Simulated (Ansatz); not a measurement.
Geometry optimisation, RKS PBE-D4/def2-SVP (Ansatz 0.2.0).

input.yaml

```yaml
crystal:
  periodic: [false, false, false]
  atoms:
    - { symbol: Sn, position_ang: [0.0, 0.0, 0.0] }
    - { symbol: H, position_ang: [0.0, 0.0, 2.09] }
    - { symbol: C, position_ang: [2.0274, 0.0, -0.716] }
    - { symbol: H, position_ang: [2.3751, -1.0463, -0.8441] }
    - { symbol: H, position_ang: [2.076, 0.5276, -1.6913] }
    - { symbol: H, position_ang: [2.6794, 0.5187, 0.0175] }
    - { symbol: H, position_ang: [-0.8195, 1.4198, -0.5794] }
    - { symbol: H, position_ang: [-0.8195, -1.4198, -0.5794] }
    - { symbol: P, position_ang: [-2.6192, 0.0, 0.8703] }
    - { symbol: H, position_ang: [-3.3856, -0.8853, 0.067] }
    - { symbol: H, position_ang: [-2.669, -0.4268, 2.2237] }
    - { symbol: H, position_ang: [-1.0285, 0.0, 2.1074] }
basis:
  gaussian: { orbitals: def2-SVP }
hamiltonian:
  xc: pbe
  dispersion: d4
relax:
  f_tol: 0.15
  max_steps: 25
  restrain:
    - { distance: [0, 8], at: 3.66, k: 30.0 }
    - { distance: [11, 1], at: 1.86, k: 30.0 }
    - { distance: [0, 1], at: 1.74, k: 30.0 }
    - { distance: [11, 8], at: 1.42, k: 30.0 }
```

Command:

```bash
$ ansatz run input.yaml --threads 2 --pin off --max-ram 3072MiB --backend cpu --events-out ev --progress --plain --runs-dir out
```

Q: Where does it end, and by what steps?

A: The run converged. The restraints hold the end off the free minimum. After 9 steps the energy has fallen by 4.006 eV (the restraints' own energy left out); H11 moved furthest, 0.95 Å. Parted: Sn1–P9 (2.76 → 3.67 Å). Joined: P9–H12 (2.02 → 1.43 Å).

```
step  energy less start (eV)  largest force component (eV/Å)  accepted
   0                  0.0000                           2.217       yes
   1                 -0.1805                           3.068       yes
   2                 -0.6217                           4.420       yes
   3                 -1.7181                           4.725       yes
   4                 -3.0918                           2.342       yes
   5                 -3.7268                           0.866       yes
   6                 -3.9537                           0.535       yes
   7                 -4.0000                           0.549       yes
   8                 -4.0155                           0.402        no
   9                 -4.0059                           0.559       yes
```

```xyz
12
Properties=species:S:1:pos:R:3
Sn 0.204 -0.041 -0.079
H 0.129 -0.104 1.656
C 2.250 0.015 -0.811
H 2.671 -1.010 -0.820
H 2.274 0.425 -1.839
H 2.872 0.654 -0.153
H -0.668 1.373 -0.567
H -0.601 -1.439 -0.707
P -3.093 0.237 1.504
H -2.982 -0.743 0.457
H -3.522 -0.762 2.462
H -1.717 0.083 1.865
```

Run time: 17 s on 2 threads of Arm Neoverse V2, with other jobs on the host, peak memory 0.14 GiB.
